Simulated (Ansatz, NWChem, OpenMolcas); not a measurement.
## How basis sets differ on Si2H4F2 (SMILES F[SiH](F)[SiH3])

The species is Si2H4F2 (8 atoms), meant as a singlet with charge 0. As SMILES, `F[SiH](F)[SiH3]`. Geometry: relaxed at PBE0-D4/def2-TZVP.

Quantity: the HOMO–LUMO gap, in eV. The values are calculated.

```
                               level          kind     program  value (eV)  CPU time
                   HF/ANO-R0 (sfX2C)  Hartree–Fock  OpenMolcas       14.30     3.5 s
                           HF/STO-3G  Hartree–Fock      NWChem       18.72       3 s
                            HF/3-21G  Hartree–Fock      Ansatz       14.96    0.58 s
HF/ANO-RCC-VDZP (DKH2, RICD fitting)  Hartree–Fock  OpenMolcas       14.23     5.4 s
                          HF/cc-pVDZ  Hartree–Fock  OpenMolcas       14.76      12 s
```

The values span 14.23 to 18.72 eV. A Hartree–Fock LUMO above zero doesn't converge with the basis: it sinks as sets grow more diffuse. Orbital gaps aren't excitation energies. Times are those of the runs behind each value, whatever else they computed, on shared processors of several kinds: orders of magnitude only.
